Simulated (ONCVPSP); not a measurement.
**Hardness and transferability of assorted potentials**

Generated with ld1.x 7.5 (TM, RRKJ, ultrasoft, PAW), atompaw 4.2 or ONCVPSP 4.0.1. The cutoff is in Ry: for ld1.x and atompaw files where the sum of valence levels is converged to 10 mRy in a Bessel basis, for ONCV files where the hardest occupied wave has 1 mHa per electron of residual kinetic energy. The error is the largest all-electron minus pseudo excitation energy over each file’s own four to seven test configurations (ionisations up to +4, promotions, holes and added fractions of an electron), all of which were solved. The labels leave out finer settings (local radius, basis sizes, second energies), which also bear on the numbers. Spin-polarised tests are not counted. The rows are a selection from randomly drawn settings: files with unsolved tests, undetermined cutoffs or missed reference levels are left out.

| element | potential | cutoff (Ry) | largest error (meV) | bound ghosts |
| --- | --- | --- | --- | --- |
| Li | ONCV, PBEsol, fully relativistic, rc 1.25/1.10/1.25 (spd), local smoothed, core correction no, reference 1s2 2s1, qcut 11.8/5.9/6.8, projectors 3/2/2 | 89 | +732 | none |
| Ni | ONCV, LDA (Perdew-Wang 92), fully relativistic, rc 1.25/0.90/1.65/1.30 (spdf), local smoothed, core correction yes, reference 3s2 3p6 3d9 4s1, qcut 10.3/19/10/7.5, projectors 2/1/2/2 | 212 | +52 | none |
| Rb | ONCV, PBE, non-relativistic, rc 1.45/1.90/1.75 (spd), local smoothed, core correction yes, reference 4s2 4p6, qcut 4.7/3.8/4.8, projectors 1/2/2 | 85 | +24 | none |
| Ce | ONCV, BLYP, scalar-relativistic, rc 2.60/3.05/2.50 (spd), local smoothed, core correction yes, reference 5s2 5p6 5d1 6s1.5 6p0.5, qcut 5.8/3.6/3.5, projectors 2/2/2 | 20 | -21 | none |
| Pt | ONCV, PBE, non-relativistic, rc 1.50/1.50/1.55 (spd), local smoothed, core correction yes, reference 5s2 5p6 5d9 6s1, qcut 8.7/8.8/7.1, projectors 3/1/3 | 56 | -64 | none |
| Hg | ONCV, LDA (Perdew-Zunger), fully relativistic, rc 1.45/1.30/1.75 (spd), local smoothed, core correction yes, reference 5s2 5p6 5d10 6s2, qcut 7/13.1/9.4, projectors 2/2/2 | 104 | -9.1 | none |

**Question.** Fill in the row for Hg: ONCV, PBEsol, scalar-relativistic, rc 1.20/1.10/1.55 (spd), local smoothed, core correction yes, reference 5s2 5p6 5d10 6s2, qcut 7.7/6.2/5.2, projectors 2/2/2.

**Answer.** cutoff 350 Ry, largest error -22 meV, bound ghosts: none.
